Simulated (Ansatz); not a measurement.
```xyz
13

C    -0.023    1.459   -0.476
N     0.194    0.088   -0.030
Ge   -0.195   -0.238    1.749
Si    0.376   -1.147   -1.184
Cl   -1.399   -1.692   -2.105
H     0.483    2.169    0.186
H    -1.086    1.726   -0.510
H     0.386    1.605   -1.480
H     0.697    0.693    2.589
H     0.105   -1.715    2.026
H    -1.674    0.089    2.028
H     1.250   -0.673   -2.281
H     0.886   -2.362   -0.513
```

Total charge 0; spin multiplicity 1.

Problem. List the ωB97M-V/def2-TZVPP orbital energies in eV (Ansatz). (Estimate.)

Solution. Computed: Occupied: -10866.85, -2771.52, -1807.86, -1362.68, -1210.41, -1210.40, -1210.40, -394.54, -282.44, -261.93, -199.39, -199.28, -199.28, -174.49, -148.81, -123.75, -123.72, -123.71, -102.97, -102.91, -102.90, -36.60, -36.54, -36.52, -36.46, -36.46, -27.35, -25.42, -21.58, -18.80, -17.21, -15.09, -15.01, -14.51, -12.96, -12.79, -12.26, -12.09, -12.06, -11.26, -10.89, -9.56. Lowest empty: 1.88, 2.53, 2.65, 2.90, 3.15, 3.43, 3.64, 3.82.
